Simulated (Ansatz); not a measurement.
Total energies of Ag₂Te from Ansatz at PBE0-D4/def2-TZVP, gas phase (1 Eh = 27.2114 eV = 2625.5 kJ/mol). The reference geometry is relaxed at r2SCAN-D4/def2-TZVP.

```xyz
3

Ag   -1.129    1.092   -0.329
Ag    1.588    0.154   -0.169
Te   -0.459   -1.246    0.497
```

| state | geometry | energy (Eh) |
| --- | --- | --- |
| charge 0 singlet | reference | -562.08401 |
| charge 1 doublet | reference | -561.82022 |
| charge 1 doublet | relaxed at r2SCAN-D4/def2-TZVP | -561.82274 |
| charge 0 triplet | relaxed at r2SCAN-D4/def2-TZVP | -562.04093 |
| charge 0 quintet | relaxed at r2SCAN-D4/def2-TZVP | -561.94788 |
| free Ag atom (doublet) | – | -146.96650 |
| free Te atom (triplet) | – | -267.99464 |

In the def2 sets Ag, Te take a core potential; there is no spin–orbit coupling.

Problem. Work out the vertical ionisation energy to the doublet.

Solution. E(charge 1 doublet) − E(charge 0 singlet) = -561.82022 − (-562.08401) = 0.26379 Eh = 7.18 eV. For comparison, −ε of the highest occupied level is 5.46 eV at this level, 1.72 eV less.

Problem. How much does the charge 1 doublet relax, and what is the adiabatic ionisation energy?

Solution. Relaxation: -561.82022 − (-561.82274) = 0.00252 Eh = 0.07 eV. Adiabatic ionisation energy: 0.26127 Eh = 7.11 eV, without zero-point energy. 

Problem. Which of the charge 0 states is lowest, and how far above it are the others?

Solution. The singlet. triplet: -562.04093 − (-562.08401) = 0.04308 Eh = 113.1 kJ/mol; quintet: -561.94788 − (-562.08401) = 0.13613 Eh = 357.4 kJ/mol.

Problem. What is the binding energy per atom against free atoms?

Solution. Atoms: 2 × (-146.96650) + 1 × (-267.99464) = -561.92764 Eh. Binding: -561.92764 − (-562.08401) = 0.15637 Eh = 4.26 eV, or 1.42 eV for each of 3 atoms (no zero-point energy, no counterpoise term).

The structure comes from a short search, and lower isomers may exist.
